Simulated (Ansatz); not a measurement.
One change: `[NH2][Sn][OH]` becomes `[NH2][Sn][Br]`.

Ansatz, PBE0-D4/def2-TZVP geometries, multiplicity 1. Each molecule was computed in one conformer, which needn't be the lowest.

Elements past krypton have def2 core potentials. Scalar relativity is left out up to krypton.

| property | `[NH2][Sn][OH]` |
| --- | --- |
| HOMO energy (PBE/def2-TZVPP) / eV | -5.93 |
| size of the dipole moment (PBE/def2-TZVPP) / D | 2.19 |
| LUMO energy (PBE/def2-TZVPP) / eV | -2.17 |
| size of the dipole moment (ωB97M-V/def2-TZVPP) / D | 2.18 |
| LUMO energy (ωB97M-V/def2-TZVPP) / eV | 0.19 |
| ideal-gas entropy at 298 K and 1 bar (rigid rotor, harmonic PBE0-D4/def2-TZVP) / J/(mol·K) | 306 |

Q: What does the change do to each property? (An estimate is asked.)

A: Ansatz gave: 
```csv
property,`[NH2][Sn][Br]`,shift
HOMO energy (PBE/def2-TZVPP) / eV,-6.30,-0.37
size of the dipole moment (PBE/def2-TZVPP) / D,3.16,0.97
LUMO energy (PBE/def2-TZVPP) / eV,-2.81,-0.64
size of the dipole moment (ωB97M-V/def2-TZVPP) / D,3.32,1.14
LUMO energy (ωB97M-V/def2-TZVPP) / eV,-0.45,-0.64
"ideal-gas entropy at 298 K and 1 bar (rigid rotor, harmonic PBE0-D4/def2-TZVP) / J/(mol·K)",321,15
```

With PBE0 the HOMO falls by 0.06 eV and the LUMO falls by 0.65 eV, so the gap narrows by about 0.59 eV. PBE moves the HOMO by -0.37 eV and ωB97M-V by 0.08 eV. The zero-point energy changes by -31.0 kJ/mol with -3 modes. Dipoles are sizes alone; their direction can turn.

Spin–orbit coupling is left out; it splits and shifts lone-pair levels of the heavy atoms by tenths of an eV.
